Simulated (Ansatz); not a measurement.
Input for Ansatz (a quantum-chemistry and plane-wave program): R-SVWN5/def2-TZVPP on CH3ClTe (SMILES C[Te]Cl), a point of a torsion scan. Elements past Kr take the def2 small-core potentials; no spin–orbit coupling.

Ansatz 0.2 input:
```yaml
crystal:
  periodic: [false, false, false]
  atoms:
    - {symbol: C, position_ang: [-0.68567214, -0.03173383, 0.02153197]}
    - {symbol: Te, position_ang: [1.04870036, 1.24673125, -0.08899542]}
    - {symbol: Cl, position_ang: [2.34107354, -0.13992661, 1.27764854]}
    - {symbol: H, position_ang: [-0.78258062, -0.40541280, 1.03177508]}
    - {symbol: H, position_ang: [-1.55106687, 0.56228784, -0.23701670]}
    - {symbol: H, position_ang: [-0.59132659, -0.86138936, -0.66694679]}
basis:
  gaussian:
    orbitals: def2-TZVPP
hamiltonian:
  xc: {name: SVWN5}
scf: {lower_state_search: off}
```

The head of its log:

```
WARN ansatz: RAYON_NUM_THREADS=1 ignored (pool sized by the plan → 1); use --threads N
Functional definition: SVWN5
these checks for a lower state are left out or cut short: stability, starts, cluster_reference, orbital_swaps, neighbouring_geometries, increment
integrals: 0.08 GiB planned
1037 factors; their error is unknown
mean field: 0.54 GiB planned
mean field evaluation 1: about -20831.8744 eV, gradient 6.7e1 eV
mean field evaluation 2: about -20793.7638 eV, gradient 1.2e2 eV
```

### Question
What total energy does the run end on?

### Answer
-765.9355 hartree.
